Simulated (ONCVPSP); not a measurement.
## S: variants of one ONCV potential

Base potential:

```
Element                 : S
Generator               : ONCVPSP 4.0.1
Type                    : optimised norm-conserving Vanderbilt (ONCV)
Functional              : PBE
Relativity              : scalar-relativistic
Frozen core             : [He]
Valence charge          : 14
Reference configuration : 2s2 2p6 3s2 3p3.75 (charge +0.25)
Partial waves           : 2s+3s: rc 0.80 bohr, ncon 4, nbas 8, qcut 17.5 1/bohr, 2 projectors; 2p+3p: rc 0.70 bohr, ncon 3, nbas 7, qcut 22.7 1/bohr, 2 projectors; d scattering state at 0.22 Ha: rc 0.80 bohr, ncon 5, nbas 9, qcut 11.6 1/bohr, 2 projectors, debl 1.5 Ha
Local potential         : polynomial inside 0.45 bohr (lpopt 3, dvloc0 0 Ha)
Core correction         : Teter function, fcfact 4.75, rcfact 1.5
```

All-electron outer shells of the reference configuration (PBE, scalar-relativistic, ld1.x):

```
shell  level (eV)  outermost node (bohr)  outermost maximum (bohr)
   1s    -2408.68                      –                      0.06
   2s     -214.41                   0.13                      0.39
   2p     -159.21                      –                      0.33
   3s      -19.69                   0.60                      1.40
   3p       -9.30                   0.58                      1.59
```

Cutoffs, loose and tight: the cutoffs (Ha) at which the residual kinetic energy of the hardest occupied pseudo-wave falls to 1 and 0.1 mHa per electron. They do not see the model core or the augmentation charge, which bear on the density cutoff. Test errors are all-electron minus pseudo excitation energies from the reference, over the configurations 2s2 2p6 3s2 3p4; 2s2 2p6 3s2 3p3; 2s2 2p6 3s2 3p2; 2s2 2p6 3s2 3p1. A dash means not determined; rows that change the core or the reference have their own tests.

| change | outcome | cutoff, loose | cutoff, tight | bound ghosts | GHOST(+) flags above zero | largest test error (meV) |
| --- | --- | --- | --- | --- | --- | --- |
| base | generated | 181 Ha | 207 Ha | none | d | +7.5 |
| p: qcut 25.7 | generated | 201 Ha | 233 Ha | none | d | +6.9 |
| s: nbas 9 | generated | 181 Ha | 207 Ha | none | d | +7.5 |
| d: rc 0.7, qcut 13.3 | generated | 181 Ha | 207 Ha | none | d | +7.5 |
| d: rc 0.7, qcut 13.3, nproj 0; local potential the d channel | generated | 181 Ha | 207 Ha | none | none | +7.4 |
| p: rc 0.9 | generated | 137 Ha | 163 Ha | none | d | +7.4 |
| local potential polynomial inside 0.45 bohr (lpopt 3, dvloc0 3 Ha) | generated | 181 Ha | 207 Ha | none | d | +7.5 |
| s: rc 1.16 | generated | 181 Ha | 207 Ha | none | d | +8.4 |
| core correction Teter function, fcfact 4.75, rcfact 2.04 | generated | 181 Ha | 207 Ha | none | d | +7.0 |
| s: qcut 18.9 | generated | 181 Ha | 207 Ha | none | d | +7.4 |

**Question.** What comes out with this change to the base: core [Ne], valence charge 6; reference 3s2 3p4; waves now 3s: rc 1.15 bohr, ncon 4, nbas 7, qcut 4.9 1/bohr, local; 3p: rc 1.80 bohr, ncon 3, nbas 6, qcut 4.3 1/bohr, 2 projectors, debl 3.2 Ha; d scattering state at 0.41 Ha: rc 1.70 bohr, ncon 4, nbas 8, qcut 5.4 1/bohr, 2 projectors, debl 1.5 Ha; local potential the s channel?

**Answer.** outcome: generated; cutoff, loose: 61 Ha; cutoff, tight: 92 Ha; bound ghosts: none; GHOST(+) flags above zero: none; largest test error (meV): +38.

**Question.** What comes out with this change to the base: reference 2s2 2p6 3s2 3p3.5?

**Answer.** outcome: generated; cutoff, loose: 181 Ha; cutoff, tight: 207 Ha; bound ghosts: none; GHOST(+) flags above zero: d; largest test error (meV): +18.
